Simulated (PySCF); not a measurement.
Si(H)2(OAc)(OH) (C2H6O3Si), SMILES C(O[SiH2]O)(C)=O.

Coordinates come from a B3LYP-D3(BJ)/def2-SVP optimisation. Other conformers were not sampled.

Two levels are set side by side: TDA-PBE/def2-SVPD (PySCF) and TDA-PBE0/def2-SVPD (PySCF). Vertical, same geometry. The lowest singlet is HOMO→LUMO 100 % with PBE and HOMO→LUMO 95 % with the other functional; states are paired by order. Differences are taken from unrounded values.

```json
[
 {"quantity": "lowest singlet excitation (eV)", "TDA-PBE0": "5.80"},
 {"quantity": "lowest triplet excitation (TDA) (eV)", "TDA-PBE0": "5.23"}
]
```

Task: What does TDA-PBE give, and how far is it from TDA-PBE0? (The exact figures need the calculation; the answer reports its results.)

Result: 
| quantity | TDA-PBE | TDA-PBE minus TDA-PBE0 |
|---|---|---|
| lowest singlet excitation (eV) | 5.49 | -0.30 |
| lowest triplet excitation (TDA) (eV) | 4.97 | -0.26 |

Functionals without exact exchange tend to place singlet excitations lower, as here. Differences between two approximate levels are no errors against the true value.

Rough cost on one machine, each run with all the roots and properties that it gave: TDA-PBE0 against TDA-PBE about 2 times.
